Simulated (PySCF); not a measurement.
## Excitation energy of Tl by level of theory

Tl [Xe] 4f14 5d10 6s2 6p1 (2P) → Tl [Xe] 4f14 5d10 6s1 6p1 7s1 (4P), as a difference of total energies. Calculation: PySCF 2.14, in aug-cc-pwCVDZ-PP with ECP60MDF; scalar relativity through the core potential. Correlated levels: valence: 5s2 5p6 5d10 frozen; valence and next inner shell: nothing frozen outside the core potential. The calculations carry no spin-orbit coupling.

```csv
method,excitation energy (eV)
UHF,7.906
PBE,9.656
PBE0,9.402
r2SCAN,9.583
B2PLYP,9.279
PBEsol,9.738
r2SCANh,9.509
MN15,10.009
MP2 (valence),8.424
SCS-MP2 (valence),8.602
SCS-MP2 (valence and next inner shell),9.593
```

Q: Estimate what MP2 (valence and next inner shell) gives.

A: 9.599 eV, closest to SCS-MP2 (valence and next inner shell) among the rows shown.

Q: Estimate what LDA gives.

A: 10.040 eV, closest to MN15 among the rows shown.

The upper state lies above the first ionisation limit, but in LS coupling its spin forbids autoionisation to the ground ion; at this Z spin-orbit coupling breaks that rule. A Rydberg-like electron needs more diffuse functions than a valence basis has.

The promoted electron is Rydberg-like, and one or two diffuse shells describe it only roughly, which tends to raise the upper state.
